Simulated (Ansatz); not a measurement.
CH4ClFGe (`[F][GeH2][CH2]Cl`). The species carries charge 0 and has multiplicity 1. The structure was optimised at the PBE0-D4/def2-TZVP level. It is one conformer, not always the lowest.

```xyz
8

F    -0.808    1.978   -0.139
Ge   -0.789    0.269   -0.468
C     0.868   -0.412    0.316
Cl    0.767   -0.464    2.089
H    -2.034   -0.324    0.199
H    -0.783    0.135   -2.000
H     1.080   -1.420   -0.041
H     1.699    0.238    0.043
```

Task: What is the dipole moment at ωB97M-V/def2-TZVPP? (Estimate.)

Result: Ansatz gave: 2.83 D, with components (0.39, -2.09, -1.86) D in this frame, pointing from negative to positive charge.

Task: And with PBE, r2SCAN, B3LYP? (Best estimate.)

Result: Ansatz gave: PBE 2.66 D, r2SCAN 2.79 D, B3LYP 2.82 D.

Task: Give the Mulliken charges with ωB97M-V, PBE, r2SCAN in def2-TZVPP. (An estimate is asked.)

Result: Computed: 
```csv
atom,ωB97M-V,PBE,r2SCAN
F1,-0.38,-0.35,-0.38
Ge2,0.46,0.46,0.50
C3,-0.31,-0.22,-0.14
Cl4,-0.11,-0.13,-0.15
H5,0.02,-0.01,-0.01
H6,0.00,-0.03,-0.03
H7,0.16,0.14,0.11
H8,0.16,0.14,0.11
```

B3LYP here is the variant with VWN-RPA as its local correlation; programs differ in this.
